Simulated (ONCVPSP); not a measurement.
**Reading a pseudo-wave (zirconium)**

Columns: radius, all-electron u(r) and pseudo u(r) of the 4s shell (level -54.55 eV) of zirconium in the configuration [Ar] 3d10 4s2 4p6 4d2 5s2; PW91, scalar-relativistic, ONCV scheme, ONCVPSP 4.0.1.

| r (bohr) | all-electron | pseudo |
| --- | --- | --- |
| 0.103 | 0.3534 | 0.1036 |
| 0.205 | -0.0919 | 0.2096 |
| 0.308 | -0.5285 | 0.3222 |
| 0.410 | -0.4783 | 0.4389 |
| 0.513 | -0.1446 | 0.5588 |
| 0.615 | 0.2486 | 0.6740 |
| 0.718 | 0.5907 | 0.7793 |
| 0.820 | 0.8333 | 0.8653 |
| 0.923 | 0.9807 | 0.9273 |
| 1.025 | 1.0445 | 0.9599 |
| 1.128 | 1.0457 | 0.9628 |
| 1.230 | 1.0034 | 0.9376 |
| 1.332 | 0.9340 | 0.8891 |
| 1.435 | 0.8488 | 0.8223 |
| 1.538 | 0.7578 | 0.7443 |
| 1.640 | 0.6680 | 0.6623 |
| 1.743 | 0.5816 | 0.5798 |
| 1.845 | 0.5026 | 0.5022 |
| 1.948 | 0.4306 | 0.4305 |
| 2.050 | 0.3672 | 0.3671 |
| 2.153 | 0.3111 | 0.3111 |
| 2.255 | 0.2629 | 0.2629 |
| 2.358 | 0.2210 | 0.2210 |
| 2.460 | 0.1856 | 0.1856 |
| 2.562 | 0.1555 | 0.1554 |
| 2.665 | 0.1297 | 0.1297 |

(1) How many radial nodes do the two functions have?

(2) At about which radius was the pseudo-wave matched?

(3) Is the pseudo-wave norm-conserving?

Answers

(1) The all-electron 4s function has n − l − 1 = 3 (the table is too coarse to show those close to the nucleus); the pseudo-wave has 0, since the states of the same l below it are removed with the core.

(2) 2.05 bohr. The columns agree to 0.0005 from 1.84 bohr on; several derivatives are matched, so the curves merge somewhat inside the radius.

(3) Yes: the ONCV scheme keeps the norm inside the radius equal to the all-electron one, which fixes the energy derivative of the logarithmic derivative at the level.
